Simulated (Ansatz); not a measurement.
The same hydrogenolysis along the group F, Cl, Br.

Calculated with Ansatz (gas phase, PBE0-D4/def2-TZVP geometries, no zero-point term in ΔE). CBS: MP2 limit from def2 TZ/QZ plus the TZ coupled-cluster correction, frozen cores. This one scheme is used for every species. DFT in def2-TZVPP. B3LYP here is the variant with VWN-RPA as its local correlation; programs differ in this. For Br, Mg outer-core shells are correlated without core-valence functions, which leaves a few kJ/mol of doubt a bond. Scalar relativity is left out up to krypton.

```
                                 reaction  HF/CBS(def2) (kJ/mol)  PBE-D4 (kJ/mol)  LDA (SPW92) (kJ/mol)  B3LYP-D4 (kJ/mol)
 `[CH3][Mg][F]` + H₂ → `[CH3][MgH]` + H–F                    159              164                   155                169
`[CH3][Mg][Cl]` + H₂ → `[CH3][MgH]` + HCl                    189              182                   175                187
`[CH3][Mg][Br]` + H₂ → `[CH3][MgH]` + HBr                    202              190                   182                194
```

Problem. Give the CCSD(T)/CBS values in the same order. (Best estimate.)

Solution. Computed: 169, 194, 203 kJ/mol.

Largest T1 diagnostic: 0.010, for `[CH3][Mg][F]`.
